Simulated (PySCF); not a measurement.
Isomers of C6H14N2Si, one GFN2-xTB conformer each. Single-point energies are computed at PBE0/pcSseg-1 (PySCF, gas phase, no added dispersion term), electronic only.

Problem. Rank them by PBE0/pcSseg-1 energy, lowest first (kcal/mol).
A. `[CH:1]#[C:2][CH2:3][N:4]([CH3:5])[SiH2:6][N:7]([CH3:8])[CH3:9]` with C2–C3–N4–C5 -68°, C3–N4–Si6–N7 161°, N4–Si6–N7–C8 161°
B. `[CH3:1][C:2]1=[N:3][N:4]([SiH:5]([CH3:6])[CH3:7])[CH2:8][CH2:9]1` with N3–N4–Si5–C6 -161°

Solution. B (0.0), A (46.6).

As drawn, the lower has a C=N bond, an N–N linkage and an Si–C bond, which the higher lacks; the higher has a C≡C bond, which the lower lacks. GFN2-xTB itself gives, in the same order: 0.0, 18.5. Both levels put the same isomer lowest.

Problem. Which frontier levels, dipoles and rotational constants go with these structures?

Solution. 
```csv
SMILES,"HOMO (eV, PBE0/pcSseg-1)",LUMO (eV),dipole (D),"A, B, C (MHz)"
CC1=NN([SiH](C)C)CC1,-5.58,0.67,2.01,"2604, 851.3, 676.1"
C#CCN(C)[SiH2]N(C)C,-6.33,0.94,0.91,"3044, 708.3, 654.5"
```
